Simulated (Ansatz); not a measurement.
Relaxation of In13P13H32, a nanocrystal cut from wurtzite InP (hydrogen-capped) with RKS PBE-D4/def2-SVP.

```sh
$ ansatz run in.yaml --threads 11 --pin off --events-out ev --progress --plain --max-ram 174080MiB --backend cuda --devices 0, --max-vram 75GiB
```

```yaml
crystal:
  periodic: [false, false, false]
  atoms:
    - {symbol: In, position_ang: [-4.200180, -2.435200, -2.934770]}
    - {symbol: P, position_ang: [-3.589200, -2.074700, -0.407840]}
    - {symbol: In, position_ang: [-0.134180, -4.650920, -0.442910]}
    - {symbol: P, position_ang: [0.080990, -4.534960, 2.230520]}
    - {symbol: In, position_ang: [0.205950, -2.347720, -3.166740]}
    - {symbol: P, position_ang: [-2.024450, -1.169440, -3.744270]}
    - {symbol: P, position_ang: [0.573470, -2.186500, -0.627130]}
    - {symbol: In, position_ang: [-1.381610, -0.796260, 0.319060]}
    - {symbol: In, position_ang: [0.433340, -2.446550, 3.763540]}
    - {symbol: P, position_ang: [-1.470230, -0.846310, 2.964090]}
    - {symbol: In, position_ang: [-1.930630, 1.351720, -3.168790]}
    - {symbol: P, position_ang: [-1.608830, 1.590210, -0.630340]}
    - {symbol: In, position_ang: [-4.097590, 2.207440, -0.447770]}
    - {symbol: In, position_ang: [-1.908380, 1.601200, 3.761190]}
    - {symbol: P, position_ang: [-3.889890, 2.340390, 2.224760]}
    - {symbol: P, position_ang: [2.311210, -0.865870, -3.882280]}
    - {symbol: In, position_ang: [2.710740, -0.962110, 0.200920]}
    - {symbol: P, position_ang: [2.365740, -0.963790, 2.817660]}
    - {symbol: In, position_ang: [2.811460, 1.623740, -3.097620]}
    - {symbol: P, position_ang: [0.404510, 2.432950, -3.885360]}
    - {symbol: P, position_ang: [2.604480, 1.504530, -0.557040]}
    - {symbol: In, position_ang: [0.518960, 2.830070, 0.198590]}
    - {symbol: In, position_ang: [2.431830, 1.408080, 3.904550]}
    - {symbol: P, position_ang: [0.343320, 2.533700, 2.815990]}
    - {symbol: In, position_ang: [4.759500, 2.753250, 0.032690]}
    - {symbol: P, position_ang: [4.438020, 2.564430, 2.660200]}
    - {symbol: H, position_ang: [-3.971330, -4.077790, -3.333560]}
    - {symbol: H, position_ang: [-5.514970, -1.428240, -3.338450]}
    - {symbol: H, position_ang: [-3.601990, -3.272290, 0.299610]}
    - {symbol: H, position_ang: [-4.635790, -1.486760, 0.295040]}
    - {symbol: H, position_ang: [-1.742210, -4.727300, -1.040270]}
    - {symbol: H, position_ang: [1.170620, -5.641370, -0.912390]}
    - {symbol: H, position_ang: [-0.131090, -5.623480, 3.069960]}
    - {symbol: H, position_ang: [1.452900, -4.776760, 2.131120]}
    - {symbol: H, position_ang: [0.341900, -4.007740, -3.663650]}
    - {symbol: H, position_ang: [-1.971240, -1.141150, -5.135430]}
    - {symbol: H, position_ang: [0.544420, -2.715940, 5.469460]}
    - {symbol: H, position_ang: [-2.666660, -1.538900, 3.161610]}
    - {symbol: H, position_ang: [-3.300090, 2.298540, -3.667850]}
    - {symbol: H, position_ang: [-4.966440, 0.851640, -1.045320]}
    - {symbol: H, position_ang: [-4.305290, 3.832530, -0.920210]}
    - {symbol: H, position_ang: [-2.085560, 1.834860, 5.466520]}
    - {symbol: H, position_ang: [-4.937430, 2.708950, 3.062280]}
    - {symbol: H, position_ang: [-3.408500, 3.646980, 2.119690]}
    - {symbol: H, position_ang: [2.893340, -1.215580, -5.098740]}
    - {symbol: H, position_ang: [3.234600, -1.576090, -3.109740]}
    - {symbol: H, position_ang: [4.156240, -1.738880, -0.370000]}
    - {symbol: H, position_ang: [3.543510, -1.546390, 3.294090]}
    - {symbol: H, position_ang: [4.223050, 2.439210, -3.705890]}
    - {symbol: H, position_ang: [0.394590, 3.110470, -5.102700]}
    - {symbol: H, position_ang: [0.251570, 3.588780, -3.113900]}
    - {symbol: H, position_ang: [0.569450, 4.470300, -0.373340]}
    - {symbol: H, position_ang: [2.507900, 1.453630, 5.634290]}
    - {symbol: H, position_ang: [0.428410, 3.845780, 3.291690]}
    - {symbol: H, position_ang: [6.074280, 1.760750, -0.397570]}
    - {symbol: H, position_ang: [4.554850, 4.386220, -0.398620]}
    - {symbol: H, position_ang: [5.569420, 2.022580, 3.255810]}
    - {symbol: H, position_ang: [4.569180, 3.802100, 3.275550]}
basis:
  gaussian: {orbitals: def2-SVP, fitting: {mean_field: def2-universal-jkfit}}
hamiltonian: {xc: pbe, dispersion: d4}
scf: {lower_state_search: "off"}
output: {orbitals: {seedname: orbitals}}
relax: {f_tol: 0.03, max_steps: 70}
```

It took 40 s on 11 threads of AMD EPYC 7R13 on a shared host and a whole NVIDIA H100 80GB HBM3, peak host memory 1.4 GiB.

Positions (Å) and forces (eV/Å) at steps 1, 2, 3, 4 of 10:

```xyz
58
step=1 energy=-188457.2710 eV
In   -4.200   -2.435   -2.935    0.123    0.059   -0.123
P    -3.589   -2.075   -0.408    0.732    0.424   -0.523
In   -0.134   -4.651   -0.443   -0.050    0.058   -0.036
P     0.081   -4.535    2.231   -0.253    0.956   -0.426
In    0.206   -2.348   -3.167   -0.113    0.318    0.032
P    -2.024   -1.169   -3.744    0.405    0.231    0.917
P     0.573   -2.187   -0.627   -0.260    0.524    0.237
In   -1.382   -0.796    0.319    0.039    0.018   -0.112
In    0.433   -2.447    3.764   -0.139    0.377   -0.052
P    -1.470   -0.846    2.964    0.723    0.414   -0.492
In   -1.931    1.352   -3.169    0.213   -0.259    0.024
P    -1.609    1.590   -0.630    0.323   -0.483    0.244
In   -4.098    2.207   -0.448    0.020   -0.065   -0.044
In   -1.908    1.601    3.761    0.266   -0.302   -0.053
P    -3.890    2.340    2.225    0.695   -0.704   -0.420
P     2.311   -0.866   -3.882   -0.735    0.462    0.533
In    2.711   -0.962    0.201   -0.114   -0.041   -0.063
P     2.366   -0.964    2.818   -0.680    0.359   -0.467
In    2.811    1.624   -3.098   -0.251   -0.145    0.002
P     0.405    2.433   -3.885    0.042   -0.863    0.539
P     2.604    1.505   -0.557   -0.515   -0.287    0.038
In    0.519    2.830    0.199   -0.083   -0.078   -0.059
In    2.432    1.408    3.905   -0.180   -0.097   -0.199
P     0.343    2.534    2.816   -0.030   -0.760   -0.463
In    4.760    2.753    0.033   -0.059   -0.046    0.003
P     4.438    2.564    2.660   -0.838   -0.480   -0.579
H    -3.971   -4.078   -3.334    0.067   -0.361   -0.012
H    -5.515   -1.428   -3.338   -0.292    0.245   -0.016
H    -3.602   -3.272    0.300    0.085   -0.829    0.345
H    -4.636   -1.487    0.295   -0.675    0.488    0.340
H    -1.742   -4.727   -1.040   -0.306   -0.029    0.053
H     1.171   -5.641   -0.912    0.303   -0.329    0.009
H    -0.131   -5.623    3.070   -0.323   -0.774    0.610
H     1.453   -4.777    2.131    0.872   -0.147   -0.061
H     0.342   -4.008   -3.664    0.061   -0.058   -0.152
H    -1.971   -1.141   -5.135   -0.099   -0.058   -0.948
H     0.544   -2.716    5.469    0.000   -0.105    0.087
H    -2.667   -1.539    3.162   -0.712   -0.412    0.142
H    -3.300    2.299   -3.668   -0.020    0.082   -0.152
H    -4.966    0.852   -1.045   -0.175   -0.247    0.055
H    -4.305    3.833   -0.920   -0.132    0.416    0.012
H    -2.086    1.835    5.467   -0.093    0.053    0.089
H    -4.937    2.709    3.062   -0.832    0.112    0.608
H    -3.409    3.647    2.120    0.314    0.831   -0.064
H     2.893   -1.216   -5.099    0.268   -0.121   -0.892
H     3.235   -1.576   -3.110    0.541   -0.377    0.475
H     4.156   -1.739   -0.370    0.132   -0.073    0.059
H     3.544   -1.546    3.294    0.669   -0.359    0.305
H     4.223    2.439   -3.706   -0.081   -0.046   -0.143
H     0.395    3.110   -5.103    0.029    0.292   -0.891
H     0.252    3.589   -3.114   -0.057    0.654    0.471
H     0.569    4.470   -0.373    0.003    0.147    0.059
H     2.508    1.454    5.634    0.037    0.021    0.083
H     0.428    3.846    3.292    0.021    0.747    0.300
H     6.074    1.761   -0.398    0.384   -0.274   -0.003
H     4.555    4.386   -0.399   -0.049    0.483   -0.008
H     5.569    2.023    3.256    0.794   -0.501    0.381
H     4.569    3.802    3.276   -0.014    0.939    0.397
58
step=2 energy=-188457.9403 eV
In   -4.173   -2.419   -2.996    0.054    0.032    0.000
P    -3.589   -2.074   -0.412    0.113    0.065   -0.355
In   -0.115   -4.666   -0.441    0.060   -0.014    0.125
P     0.240   -4.473    2.254   -0.141    0.157   -0.253
In    0.216   -2.287   -3.152    0.153   -0.268    0.006
P    -1.952   -1.129   -3.775   -0.231   -0.130    0.094
P     0.507   -2.128   -0.597    0.178   -0.343   -0.291
In   -1.423   -0.821    0.285   -0.128   -0.067   -0.029
In    0.408   -2.336    3.775    0.108   -0.115    0.018
P    -1.493   -0.860    2.847    0.143    0.085    0.201
In   -1.873    1.329   -3.155   -0.149    0.265    0.009
P    -1.591    1.503   -0.600   -0.207    0.322   -0.291
In   -4.101    2.231   -0.447    0.020    0.058    0.126
In   -1.825    1.526    3.773   -0.050    0.146    0.019
P    -3.757    2.447    2.249    0.063   -0.203   -0.252
P     2.360   -0.923   -3.828   -0.217    0.149    0.052
In    2.712   -1.028    0.152   -0.006   -0.032   -0.076
P     2.359   -0.969    2.734   -0.249    0.121    0.074
In    2.702    1.560   -3.082    0.162    0.093    0.043
P     0.381    2.503   -3.830    0.009   -0.263    0.051
P     2.476    1.432   -0.544    0.290    0.161   -0.086
In    0.463    2.865    0.151   -0.037    0.010   -0.083
In    2.361    1.369    3.852    0.140    0.076   -0.014
P     0.334    2.531    2.732   -0.015   -0.267    0.079
In    4.707    2.724    0.015   -0.040   -0.026    0.031
P     4.405    2.541    2.691   -0.317   -0.173   -0.393
H    -3.939   -4.117   -3.323    0.005    0.124    0.011
H    -5.535   -1.380   -3.328    0.113   -0.057    0.012
H    -3.590   -3.315    0.271    0.013   -0.238    0.139
H    -4.667   -1.455    0.266   -0.198    0.131    0.139
H    -1.795   -4.753   -0.934    0.114   -0.030    0.107
H     1.204   -5.746   -0.832   -0.120    0.091    0.014
H    -0.119   -5.582    3.079   -0.068   -0.106    0.142
H     1.622   -4.799    2.179    0.261   -0.043    0.078
H     0.390   -3.930   -3.753   -0.005    0.092    0.019
H    -2.031   -1.175   -5.199    0.048    0.027   -0.174
H     0.526   -2.730    5.473   -0.047    0.079   -0.096
H    -2.701   -1.559    3.118   -0.205   -0.118    0.078
H    -3.209    2.300   -3.758    0.077   -0.050    0.018
H    -5.015    0.819   -0.938    0.031    0.113    0.107
H    -4.379    3.913   -0.840    0.019   -0.148    0.015
H    -2.108    1.826    5.471    0.045   -0.080   -0.098
H    -4.896    2.699    3.071   -0.124   -0.005    0.143
H    -3.343    3.804    2.168    0.094    0.250    0.076
H     2.885   -1.202   -5.122    0.022   -0.008   -0.196
H     3.338   -1.633   -3.082    0.191   -0.097    0.104
H     4.210   -1.804   -0.325   -0.106    0.039    0.035
H     3.532   -1.567    3.270    0.186   -0.112    0.137
H     4.079    2.356   -3.807   -0.096   -0.056   -0.008
H     0.402    3.096   -5.125    0.005    0.023   -0.196
H     0.254    3.707   -3.086    0.012    0.213    0.104
H     0.540    4.549   -0.329   -0.020   -0.109    0.035
H     2.496    1.447    5.592   -0.076   -0.043   -0.065
H     0.403    3.847    3.267   -0.005    0.213    0.135
H     6.100    1.716   -0.332   -0.122    0.056    0.023
H     4.527    4.433   -0.334   -0.013   -0.133    0.027
H     5.561    1.970    3.276    0.254   -0.146    0.164
H     4.519    3.817    3.294    0.007    0.290    0.166
58
step=3 energy=-188458.1301 eV
In   -4.139   -2.398   -3.066    0.049    0.027    0.026
P    -3.608   -2.085   -0.461   -0.039   -0.024   -0.008
In   -0.083   -4.695   -0.351    0.038   -0.020    0.014
P     0.295   -4.487    2.311    0.024    0.014   -0.070
In    0.238   -2.308   -3.191    0.033   -0.194   -0.013
P    -1.925   -1.114   -3.818   -0.104   -0.058    0.062
P     0.492   -2.159   -0.639    0.084   -0.230   -0.126
In   -1.444   -0.833    0.247   -0.100   -0.054   -0.044
In    0.401   -2.319    3.778    0.075   -0.041   -0.003
P    -1.512   -0.870    2.826    0.066    0.039    0.125
In   -1.880    1.358   -3.194   -0.148    0.124   -0.011
P    -1.625    1.506   -0.641   -0.157    0.184   -0.126
In   -4.111    2.273   -0.356    0.001    0.042    0.013
In   -1.812    1.510    3.776    0.000    0.083   -0.002
P    -3.741    2.502    2.305    0.024    0.012   -0.070
P     2.355   -0.906   -3.852   -0.022    0.044    0.005
In    2.676   -1.032    0.131    0.038   -0.062   -0.036
P     2.347   -0.965    2.729   -0.136    0.059    0.077
In    2.722    1.571   -3.092    0.092    0.053    0.020
P     0.393    2.490   -3.855    0.021   -0.041    0.005
P     2.483    1.436   -0.559    0.167    0.093   -0.031
In    0.442    2.836    0.130   -0.038    0.065   -0.040
In    2.362    1.369    3.847    0.071    0.038   -0.026
P     0.333    2.519    2.727   -0.014   -0.142    0.080
In    4.695    2.717    0.022    0.013    0.005    0.051
P     4.397    2.536    2.694   -0.108   -0.059   -0.151
H    -3.898   -4.086   -3.396    0.007    0.029    0.002
H    -5.488   -1.358   -3.401    0.028   -0.007    0.002
H    -3.609   -3.320    0.254    0.051   -0.081   -0.044
H    -4.680   -1.469    0.250   -0.044    0.085   -0.044
H    -1.783   -4.837   -0.755    0.125   -0.024    0.084
H     1.242   -5.742   -0.811   -0.123    0.083    0.033
H    -0.136   -5.564    3.154   -0.047   -0.005    0.022
H     1.680   -4.843    2.326    0.083   -0.007    0.059
H     0.412   -3.922   -3.848   -0.001    0.054    0.020
H    -1.988   -1.151   -5.246    0.025    0.014   -0.085
H     0.496   -2.667    5.482   -0.038    0.052   -0.042
H    -2.718   -1.567    3.135   -0.122   -0.071    0.021
H    -3.191    2.315   -3.853    0.047   -0.028    0.020
H    -5.083    0.870   -0.757    0.044    0.122    0.085
H    -4.357    3.943   -0.819    0.011   -0.148    0.034
H    -2.067    1.769    5.480    0.026   -0.059   -0.043
H    -4.889    2.676    3.147   -0.026   -0.039    0.023
H    -3.352    3.878    2.315    0.035    0.077    0.058
H     2.815   -1.143   -5.183   -0.015    0.020   -0.107
H     3.379   -1.646   -3.186    0.076   -0.007    0.040
H     4.168   -1.814   -0.345   -0.067    0.029    0.030
H     3.506   -1.569    3.307    0.103   -0.067    0.019
H     4.083    2.358   -3.848   -0.062   -0.036    0.002
H     0.418    3.005   -5.187    0.011   -0.023   -0.106
H     0.263    3.748   -3.191    0.032    0.069    0.039
H     0.510    4.518   -0.348   -0.010   -0.073    0.031
H     2.462    1.427    5.585   -0.052   -0.029   -0.014
H     0.388    3.825    3.304   -0.007    0.121    0.017
H     6.085    1.711   -0.315   -0.078    0.027    0.006
H     4.516    4.423   -0.315   -0.016   -0.081    0.008
H     5.554    1.965    3.301    0.099   -0.086    0.053
H     4.509    3.814    3.317   -0.023    0.128    0.054
58
step=4 energy=-188458.2485 eV
In   -4.116   -2.384   -3.115    0.050    0.027    0.050
P    -3.625   -2.095   -0.506   -0.138   -0.080    0.032
In   -0.043   -4.726   -0.268    0.027    0.008   -0.039
P     0.381   -4.494    2.358    0.130   -0.176    0.163
In    0.253   -2.349   -3.218   -0.011   -0.018    0.000
P    -1.907   -1.103   -3.833    0.036    0.020   -0.024
P     0.484   -2.202   -0.668   -0.030   -0.033   -0.003
In   -1.466   -0.846    0.212    0.012    0.008   -0.008
In    0.401   -2.299    3.781    0.006   -0.043    0.025
P    -1.535   -0.884    2.815    0.019    0.009   -0.090
In   -1.908    1.391   -3.221   -0.022   -0.001    0.000
P    -1.667    1.520   -0.671   -0.042   -0.010   -0.002
In   -4.118    2.323   -0.272    0.019    0.019   -0.040
In   -1.795    1.500    3.778   -0.034    0.029    0.025
P    -3.703    2.581    2.352   -0.088    0.202    0.163
P     2.348   -0.896   -3.873    0.161   -0.031   -0.038
In    2.649   -1.041    0.123   -0.044    0.021   -0.001
P     2.344   -0.959    2.737    0.037   -0.035   -0.094
In    2.732    1.578   -3.084   -0.039   -0.022   -0.014
P     0.398    2.479   -3.876    0.056    0.157   -0.038
P     2.499    1.445   -0.554   -0.031   -0.018   -0.027
In    0.420    2.816    0.120   -0.004   -0.048   -0.001
In    2.367    1.371    3.852    0.058    0.034    0.034
P     0.338    2.513    2.735   -0.011    0.050   -0.095
In    4.693    2.715    0.047    0.009    0.004    0.002
P     4.393    2.534    2.704    0.048    0.026    0.048
H    -3.870   -4.066   -3.439    0.004   -0.038   -0.023
H    -5.456   -1.341   -3.445   -0.032    0.024   -0.023
H    -3.638   -3.360    0.172    0.019    0.093   -0.057
H    -4.729   -1.475    0.168    0.091   -0.030   -0.056
H    -1.750   -4.927   -0.583    0.061   -0.010    0.074
H     1.266   -5.749   -0.787   -0.033    0.018    0.009
H    -0.171   -5.545    3.178    0.059    0.137   -0.071
H     1.760   -4.893    2.498   -0.173    0.031   -0.001
H     0.431   -3.939   -3.910   -0.007   -0.002   -0.009
H    -1.953   -1.131   -5.266    0.004    0.003   -0.015
H     0.451   -2.590    5.493   -0.022    0.019    0.002
H    -2.750   -1.587    3.105    0.003    0.003    0.037
H    -3.196    2.339   -3.915   -0.005   -0.005   -0.008
H    -5.144    0.943   -0.585    0.023    0.059    0.074
H    -4.352    3.967   -0.795    0.000   -0.039    0.010
H    -2.023    1.691    5.491    0.005   -0.029    0.002
H    -4.889    2.635    3.173    0.148   -0.018   -0.071
H    -3.354    3.973    2.487   -0.059   -0.165    0.000
H     2.740   -1.073   -5.245   -0.028    0.030    0.072
H     3.443   -1.614   -3.278   -0.104    0.038   -0.077
H     4.138   -1.824   -0.340   -0.003   -0.002    0.018
H     3.527   -1.602    3.240   -0.075    0.046    0.042
H     4.073    2.352   -3.874    0.001    0.001   -0.008
H     0.441    2.905   -5.248    0.011   -0.039    0.073
H     0.322    3.787   -3.283   -0.020   -0.110   -0.077
H     0.485    4.497   -0.343   -0.004   -0.002    0.017
H     2.410    1.397    5.591   -0.014   -0.008    0.006
H     0.370    3.860    3.237    0.002   -0.089    0.042
H     6.062    1.700   -0.302    0.005   -0.005    0.005
H     4.494    4.408   -0.299   -0.002    0.008    0.006
H     5.551    1.953    3.318   -0.026    0.012   -0.011
H     4.494    3.819    3.331   -0.004   -0.028   -0.012
```

In the def2 sets In takes a core potential; there is no spin–orbit coupling. Single mean-field runs in def2-SVP are fitted with def2-universal-jkfit.
